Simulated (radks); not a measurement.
Species: I V. Configuration: [Kr] 4d9 5s2 5p2 (not the ground configuration).

Calculated with a radial shooting solver on a logarithmic mesh with Libxc functionals: Dirac Kohn-Sham, PBEsol, spin-unpolarised, spherical densities, point nucleus; open shells fill j = l - 1/2 first.

Energy parts (hartree):
| part | energy |
|---|---|
| total | -7110.55135 |
| kinetic | 7537.40892 |
| electron-nucleus | -17189.67344 |
| Hartree | 2718.38410 |
| exchange-correlation | -176.67093 |

Orbitals (lengths in bohr, moments of r in powers of bohr; r(max) is where P^2 peaks):
| orbital | occ. | eigenvalue (hartree) | r(max) |
|---|---|---|---|
| 1s1/2 | 2 | -1212.745 | 0.01754 |
| 2s1/2 | 2 | -189.0684 | 0.09929 |
| 2p1/2 | 2 | -177.5409 | 0.07614 |
| 2p3/2 | 4 | -166.5708 | 0.08094 |
| 3s1/2 | 2 | -39.77356 | 0.2859 |
| 3p1/2 | 2 | -35.00829 | 0.2723 |
| 3p3/2 | 4 | -32.94262 | 0.2830 |
| 3d3/2 | 4 | -24.54359 | 0.2298 |
| 3d5/2 | 6 | -24.10884 | 0.2329 |
| 4s1/2 | 2 | -8.57880 | 0.6791 |
| 4p1/2 | 2 | -6.90562 | 0.6962 |
| 4p3/2 | 4 | -6.49415 | 0.7201 |
| 4d3/2 | 4 | -3.78723 | 0.7660 |
| 4d5/2 | 5 | -3.72071 | 0.7742 |
| 4f5/2 | 0 | -0.99197 | 1.076 |
| 4f7/2 | 0 | -0.98854 | 1.084 |
| 5s1/2 | 2 | -2.21662 | 1.600 |
| 5p1/2 | 2 | -1.76820 | 1.756 |
| 5p3/2 | 0 | -1.70341 | 1.814 |
| 5d3/2 | 0 | -1.07270 | 2.287 |
| 5d5/2 | 0 | -1.06425 | 2.307 |
| 6s1/2 | 0 | -0.92215 | 3.432 |
| 6p1/2 | 0 | -0.77347 | 3.826 |

The highest occupied level is 5p1/2 at -48.115 eV. Summed over all electrons, <r^2> = 30.98 bohr^2, which gives a Langevin (diamagnetic) susceptibility term of -24.5 x 10^-6 cm^3/mol.

Run on one thread of a shared host, so times are rough (Arm Neoverse N1): 0.21 s of CPU time, 0.21 s wall, 14 iterations on 2516 mesh points.
